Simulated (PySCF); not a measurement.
Te(Cl)(OSiH3) (ClH3OSiTe), SMILES [SiH3]O[Te]Cl.

Coordinates come from a B3LYP-D3(BJ)/def2-SVP optimisation. This is a generated structure with no PubChem entry under its InChIKey; it may be hypothetical. The def2 effective core potentials stand for the cores of Te; spin–orbit coupling is left out. One conformer was computed; it need not be the lowest.

Calculation: PySCF 2.14.0 with TDDFT-PBE/def2-SVPD.

Vertical excitations. 

Computed lowest excited states:
```
state  energy (eV)  λ (nm)      f          main pairs
-----  -----------  ------  -----  ------------------
S1            2.10     590  0.001     HOMO→LUMO 100 %
S2            2.58     480  0.000   HOMO→LUMO+1 100 %
S3            4.20     295  0.012    HOMO−1→LUMO 92 %
S4            4.41     281  0.005    HOMO−2→LUMO 92 %
S5            4.60     270  0.002  HOMO−1→LUMO+1 98 %
S6            4.79     259  0.002    HOMO−3→LUMO 84 %
S7            4.84     256  0.014    HOMO→LUMO+2 92 %
S8            4.86     255  0.004    HOMO−4→LUMO 78 %
S9            5.05     245  0.050  HOMO−2→LUMO+1 74 %
S10           5.15     241  0.007  HOMO−3→LUMO+1 76 %
T1            1.47     842      0     HOMO→LUMO 100 %
T2            1.91     649      0   HOMO→LUMO+1 100 %
T3            3.89     319      0    HOMO−1→LUMO 99 %
T4            4.10     302      0    HOMO−2→LUMO 90 %
```
Triplets are in the Tamm–Dancoff approximation, which puts them higher than full response would, so one can lie above its singlet here.
